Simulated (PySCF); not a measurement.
Computed shifts of a molecule CH9NSi2, KT2/pcSseg-1 in PySCF, GIAO, gas phase, equivalent atoms averaged, in ppm (number of nuclei): ²⁹Si: -25.3 (1), -56.2 (1). ¹³C: -5.0 (1). ¹⁵N: -2.1 (1). ¹H: 5.37 (2), 5.09 (3), 0.80 (3), -0.44 (1). References: ²⁹Si against TMS (σ = 361.9 ppm); ¹³C against TMS (σ = 185.1 ppm); ¹⁵N against NH3 (σ = 266.2 ppm); ¹H against TMS (σ = 31.47 ppm), references at their B3LYP-D3(BJ)/def2-TZVP geometries, non-relativistic. The structure is a stationary point at PBE0-D3(BJ)/def2-SVP. One conformer was computed; it need not be the lowest.

Question: Which structure fits?
A) C[SiH2][SiH2]N
B) CN[SiH2][SiH3]
C) C[SiH2]N[SiH3]
D) NC[SiH2][SiH3]

Answer: C, C[SiH2]N[SiH3]
